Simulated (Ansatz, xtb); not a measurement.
**CHB2FO: 3 structures ranked**

3 gas-phase structures of CHB2FO, found in a search over its isomers (lower ones may exist). Each was relaxed with GFN2-xTB; where two conformers were screened, the lower at r2SCAN-D4/def2-SVP//GFN2-xTB is listed:

A. `OB=C=BF`, a singlet
B. `B=C(F)B=O`, a singlet
C. `O=BC=BF`, a singlet

Which do you expect lowest at r2SCAN-D4/def2-SVP//GFN2-xTB, and how would the others follow?

Calculated order at r2SCAN-D4/def2-SVP//GFN2-xTB: C (0.0), A (21.1), B (70.6) kcal/mol.

Energies above the lowest of each column, in kcal/mol; the last columns are at r2SCAN-D4/def2-SVP geometries and were run for some of them only (a dash: not run or not comparable):

```tsv
structure	GFN2-xTB	HF/STO-3G	r2SCAN-D4/def2-SVP//GFN2-xTB	r2SCAN-D4/def2-SVP	CCSD(T)/def2-TZVP
C	0.0	0.0	0.0	0.0	0.0
A	25.5	42.7	21.1	21.5	23.8
B	42.9	59.1	70.6	–	–
```

Every level run on C puts it lowest or level with the lowest. Flexible structures stand in one conformer each, not always the lowest. Frequencies (r2SCAN-D4/def2-SVP) were run for A, C alone.

Programs: Ansatz 0.2.0, xtb 6.7.1.
